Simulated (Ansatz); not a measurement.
This geometry of a periodic cell of 31 atoms, Al (host Al, host structure fcc, one Al atom removed) is a first-order saddle point.

The calculation used Ansatz 0.2.0, DFT r2SCAN, scalar-relativistic, plane waves, PAW. Settings: PAW set soft_1, cutoff 500 eV, k mesh 2x2x2, fermi-dirac smearing 0.05 eV, no spin polarisation.

```xyz
31
Lattice="8.1000 0.0000 0.0000 0.0000 8.1000 0.0000 0.0000 0.0000 8.1000" Properties=species:S:1:pos:R:3
Al 4.023 -0.032 0.005
Al 6.078 1.996 0.040
Al 0.032 -0.032 0.005
Al 2.027 2.034 -0.065
Al 4.011 4.065 -0.016
Al 6.077 6.058 0.003
Al 2.028 -0.016 2.009
Al 3.858 2.096 1.953
Al 6.078 4.009 2.053
Al 3.914 -0.047 4.095
Al 6.077 1.090 2.959
Al 6.078 0.019 6.072
Al 0.044 4.065 -0.016
Al 2.028 6.062 -0.003
Al 0.196 2.095 1.954
Al 2.027 4.114 2.015
Al 4.033 6.061 1.989
Al 0.141 -0.047 4.095
Al 2.028 2.039 4.064
Al 4.023 4.043 4.081
Al 6.078 6.077 4.029
Al 2.028 -0.020 6.118
Al 4.033 2.060 6.088
Al 6.077 4.046 6.091
Al 0.022 6.060 1.989
Al 0.032 4.044 4.081
Al 2.028 6.031 4.068
Al 0.022 2.060 6.088
Al 2.028 4.051 6.086
Al 4.008 6.058 6.091
Al 0.048 6.058 6.091
```

Task: Which two structures does it join? (They come from a converged band through this point; their orientation in space is the band's.)

Result: The atom that moves furthest is Al11, by 2.91 Å.

Image 0:

```xyz
31
Lattice="8.1000 0.0000 0.0000 0.0000 8.1000 0.0000 0.0000 0.0000 8.1000" Properties=species:S:1:pos:R:3
Al 4.033 0.000 -0.026
Al 6.079 2.050 -0.026
Al 0.028 -0.002 -0.024
Al 2.029 2.046 -0.023
Al 4.034 4.051 -0.024
Al 6.080 6.054 -0.024
Al 2.029 0.001 2.023
Al 4.034 2.047 2.023
Al 6.080 4.050 2.022
Al 4.033 0.002 4.068
Al 6.079 2.045 4.067
Al 6.081 0.001 6.072
Al 0.028 4.051 -0.022
Al 2.029 6.056 -0.023
Al 0.028 2.047 2.024
Al 2.030 4.051 2.023
Al 4.032 6.052 2.021
Al 0.026 0.000 4.067
Al 2.029 2.046 4.067
Al 4.036 4.051 4.068
Al 6.079 6.053 4.069
Al 2.030 0.001 6.071
Al 4.037 2.046 6.071
Al 6.081 4.051 6.071
Al 0.027 6.055 2.021
Al 0.025 4.051 4.067
Al 2.029 6.055 4.068
Al 0.027 2.046 6.071
Al 2.030 4.051 6.071
Al 4.035 6.055 6.070
Al 0.027 6.056 6.071
```

Image 8:

Only the atoms that move by more than 0.05 Å are listed.
```
Al11 6.075 -0.016 2.009
```

Task: How far does it lie above each of them?

Result: 0.64 eV above the first and 0.64 eV above the second. This is the barrier of this one path; another mechanism may lie lower. Limits of this set-up: coarse k mesh.

Run time: 4.9 min on 4 threads of AMD EPYC 9R45 96-Core Processor (Zen 5) (shared host), peak memory 6.4 GiB.
